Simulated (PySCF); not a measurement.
Si 2p3/2 core levels and what the atom is bonded to

Gas-phase molecules, one conformer each, relaxed by PBE0-D3(BJ)/def2-SVP with no frequency check. Core levels by delta-SCF with SCAN, pcX-2 on the ionised atom and pcseg-1 elsewhere, spin-free X2C (2p3/2 is the spin-free 2p value less a third of a first-order spin-orbit splitting); energies from the vacuum level.

```tsv
structure (SMILES)	Si bonded to	mean electronegativity of these (Pauling)	Si 2p3/2 (eV)
[SH][Ge]([SH])([SH])[SiH2]Cl	1 Cl + 1 Ge + 2 H	2.39	107.87
Cl[SiH2][As]([GaH2])[GaH2]	1 As + 1 Cl + 2 H	2.44	107.77
B[SiH2]O[SiH2]O	1 B + 1 O + 2 H	2.47	107.17
C[Si]([SiH3])(Cl)S[SiH3]	1 C + 1 Cl + 1 S + 1 Si	2.55	?
P[SiH]1N[SiH2]N1	2 N + 1 P + 1 H	2.62	107.08
[CH3][Al]([CH3])[O][Si](C)(C)C	3 C + 1 O	2.77	106.15
[OH][Al]([OH])[O][SiH](O)F	1 F + 2 O + 1 H	3.26	108.78
[SiH3]O[Si](O[SiH3])(O[SiH3])O[SiH3]	4 O	3.44	108.62
F[SiH]([GeH3])O[Si](F)(F)F	3 F + 1 O	3.85	110.95
```

Fit a straight line to the complete rows and predict the core level of Si in C[Si]([SiH3])(Cl)S[SiH3], bonded to 1 C + 1 Cl + 1 S + 1 Si.

E = 101.829 + 2.141·χ (8 points, rms 0.81 eV, correlation 0.804). At 2.55 this gives 107.29 eV; the calculation itself gave 107.54 eV, so the fit is off by 0.25. One far point carries much of this line.

For scale, for C[Si]([SiH3])(Cl)S[SiH3]: run time: 60 s on 1 thread of Arm Neoverse V1 (aarch64), shared host, peak memory 0.75 GiB, launched as `OMP_NUM_THREADS=1 python cluster_run.py task.json out`.
